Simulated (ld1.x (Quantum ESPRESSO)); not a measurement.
**Sn (Z = 50): from the effect back to the setting (PAW)**

Base potential:

* Element: Sn
* Generator: ld1.x (Quantum ESPRESSO) 7.5
* Type: PAW
* Functional: PBE
* Relativity: scalar-relativistic
* Frozen core: [Ar] 3d10 4s2
* Valence charge: 20
* Reference configuration: 4p6 4d10 5s2 5p2
* Partial waves: 5s (bound): rcut 1.85, rcutus 2.10 bohr; 5s channel at 3.1 Ry: rcut 1.85, rcutus 2.10 bohr; 4p (bound): rcut 1.15, rcutus 1.30 bohr; 5p (bound): rcut 1.15, rcutus 1.30 bohr; 4d (bound): rcut 1.15, rcutus 1.25 bohr; 4d channel at -1.25 Ry: rcut 1.15, rcutus 1.25 bohr
* Local potential: all-electron potential smoothed inside 1.40 bohr (lloc = -1)
* Core correction: Bessel-smoothed model core inside 0.60 bohr
* Augmentation charge: PSQ, inside the norm-conserving radii

Cutoffs, loose and tight: the cutoffs (Ry, on a coarse ladder) from which the occupation-weighted sum of valence levels, in a spherical-Bessel basis at the reference potential, stays within 10 and 1 mRy of its value at 400 Ry. They do not see the model core or the augmentation charge, which bear on the density cutoff. Test errors are all-electron minus pseudo excitation energies from the reference, over the configurations 4p6 4d10 5s2 5p1; 4p6 4d10 5s2 5p0; 4p6 4d10 5s1 5p0; 4p5 4d10 5s2 5p2; 4p6 4d10 5s2 5p1.5; 4p6 4d10 5s1 5p3; 4p6 4d9 5s2 5p3; variants that change the core or the reference have their own tests.

A file whose overlap is not positive is unfit for use, and its test errors describe a broken file.

Only the scale of all radii but the core radius (base = 1) is moved (4 further runs of the sweep failed or gave no value and are left out):

| scale of all radii but the core radius (base = 1) | cutoff, loose | cutoff, tight | bound ghosts | largest test error (meV) |
| --- | --- | --- | --- | --- |
| 1.05 | 90 Ry | 160 Ry | s | -84 |
| 1.09 | 90 Ry | 140 Ry | s | -78 |
| 1.26 | 70 Ry | 110 Ry | none | +123 over the solved tests; test run stopped at test 4 of 7 (negative rho) |
| 1.32 | 50 Ry | 90 Ry | none | test run stopped at test 1 of 7 (negative rho) |
| 1.4 | 45 Ry | 70 Ry | none | test run stopped at test 2 of 7 (negative rho) |

Problem. One more run gave cutoff, loose: 70 Ry; cutoff, tight: 120 Ry; bound ghosts: s; largest test error (meV): -164 over the solved tests; test run stopped at test 6 of 7 (negative rho). Which value of the scale of all radii but the core radius (base = 1) was used?

Solution. 1.19. The tight cutoff moves one way along this sweep, from 160 Ry at 1.05 to 70 Ry at 1.4, which places the run between 1.09 and 1.26.
